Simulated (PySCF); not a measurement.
C₆H₆N₂O (charge +1 and doublet state).
Cartesian coordinates in Å at the GFN2-xTB level; atoms count from 1:
```
atom  x, y, z in Å
C1    -2.6076    1.0896   -0.2520
N2    -1.9016    0.1167   -0.5442
C3    -0.4989    0.0229   -0.8096
C4     0.0741   -1.3635   -0.7288
C5     1.0785   -1.3631    0.1451
C6     1.2393    0.0176    0.7040
C7     2.5646    0.5699    0.3915
N8     3.5829    0.9883    0.1111
O9     0.2359    0.7956    0.0912
H10   -3.6568    0.9038   -0.0391
H11   -2.2764    2.1299   -0.1922
H12   -0.3688    0.4018   -1.8465
H13   -0.3104   -2.1790   -1.3106
H14    1.7017   -2.1849    0.4446
H15    1.1393    0.0622    1.8023
```

The hyperfine couplings belong to this conformer and change with its torsions.

Identity: `C=N[C@@H]1[CH+][CH][C@@H](C#N)O1` [radical] (charge +1).

Theory: UKS B3LYP, pcH-1 on C H N O, non-relativistic, mean-field spin-orbit, GIAO in PySCF. The structure is a single GFN2-xTB conformer in the gas phase; no vibrational or solvent corrections. A GFN2-xTB geometry isn't a minimum of the functional, and hyperfine couplings can be far from their values at a DFT geometry, by a factor of two or more for some ions and for spin on atoms past the first row. No stability test was run, so a lower SCF solution isn't excluded.

**Question.** The isotropic 13C couplings are +29.1, -25.5, +22.8, -21.5, -10.4 MHz. Assign them to C1; C3; C4; C6; C7.

**Answer.** 
```json
{"site": "C1", "a_iso (MHz)": "-25.5", "ρ(0) (bohr⁻³)": "-0.0227", "position": "1 bond from N2", "distance from N2 (Å)": "1.24", "spin population": "-0.08", "largest |T| (MHz)": "15.1"}
{"site": "C3", "a_iso (MHz)": "-21.5", "ρ(0) (bohr⁻³)": "-0.0191", "position": "1 bond from N2", "distance from N2 (Å)": "1.43", "spin population": "-0.01", "largest |T| (MHz)": "17.2"}
{"site": "C4", "a_iso (MHz)": "+22.8", "ρ(0) (bohr⁻³)": "+0.0203", "position": "2 bonds from N2", "distance from N2 (Å)": "2.48", "spin population": "+0.06", "largest |T| (MHz)": "12.2"}
{"site": "C6", "a_iso (MHz)": "-10.4", "ρ(0) (bohr⁻³)": "-0.0093", "position": "3 bonds from N2", "distance from N2 (Å)": "3.38", "spin population": "-0.01", "largest |T| (MHz)": "1.8"}
{"site": "C7", "a_iso (MHz)": "+29.1", "ρ(0) (bohr⁻³)": "+0.0259", "position": "4 bonds from N2", "distance from N2 (Å)": "4.59", "spin population": "+0.02", "largest |T| (MHz)": "5.5"}
```

**Question.** The isotropic 1H couplings are +211.8, +171.3, +145.6, +47.1, -4.2, +1.7 MHz. Assign them to H10; H11; H12; H13; H14; H15.

**Answer.** 
```tsv
site	a_iso (MHz)	ρ(0) (bohr⁻³)	position	distance from N2 (Å)	bound to	spin population there	largest |T| (MHz)
H10	+145.6	+0.0326	2 bonds from N2	1.99	C1	-0.08	11.0
H11	+171.3	+0.0383	2 bonds from N2	2.08	C1	-0.08	7.0
H12	+211.8	+0.0474	2 bonds from N2	2.03	C3	-0.01	9.2
H13	-4.2	-0.0009	3 bonds from N2	2.90	C4	+0.06	4.8
H14	+1.7	+0.0004	4 bonds from N2	4.39	C5	+0.03	3.5
H15	+47.1	+0.0105	4 bonds from N2	3.84	C6	-0.01	4.5
```

ρ(0) is the spin density at the nucleus and T the dipolar tensor. Largest spin populations (Mulliken): N2 (+0.57), O9 (+0.17), H12 (+0.09) and C1 (-0.08). The positive populations add up to 1.10 and the negative ones to -0.10, together 2S = 1.

C5, the radical centre as drawn in `C=N[C@@H]1[CH+][CH][C@@H](C#N)O1`, holds a spin population of +0.03 out of 1.
